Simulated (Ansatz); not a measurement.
Problem. Name a neutral molecule of C, O, Ti and H with HOMO–LUMO gap (PBE0/def2-TZVPP) between 6.70 and 7.00 eV and size of the dipole moment (B3LYP/def2-TZVPP) between 0.65 and 0.95 D (Ansatz, PBE0-D4/def2-TZVP geometry).

Solution. `C[O][Ti]([OH])([O]C)[O]C` (6.95 eV, 0.91 D). Other molecules can fit too; these were computed, each in one conformer that needn't be the lowest.

B3LYP here is the variant with VWN-RPA as its local correlation; programs differ in this.
